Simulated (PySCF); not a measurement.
## How methods differ on the ionisation energy of Ca⁹⁺

Ca⁹⁺ [Ne] 3s1 (2S) → Ca¹⁰⁺ [Ne] (1S), as a difference of total energies. Calculation: PySCF 2.14, in an even-tempered Gaussian basis (19 s from 0.4 bohr⁻², ratio 2.5; 12 p from 0.52 bohr⁻², ratio 2.5; 5 d from 2.4 bohr⁻², ratio 2.7; 4 f from 3.5 bohr⁻², ratio 2.7); scalar relativity by spin-free X2C-1e. Correlated levels: outer shells: 1s2 frozen; virtual orbitals above 40 to 60 times the deepest correlated orbital energy dropped. The calculations carry no spin-orbit coupling.

| method | ionisation energy (eV) |
| --- | --- |
| UHF | 210.73 |
| MP2 (outer shells) | 211.26 |
| SCS-MP2 (outer shells) | 211.16 |
| CCSD (outer shells) | 211.26 |
| CCSD(T) (outer shells) | 211.27 |

Q: How much does correlation contribute at CCSD(T) (outer shells)?

A: 211.27 − (210.73) = 0.54 eV, measured against UHF.

For comparison: 211.28 eV (semi-empirical (NIST evaluation); NIST Atomic Spectra Database, ionization energies).
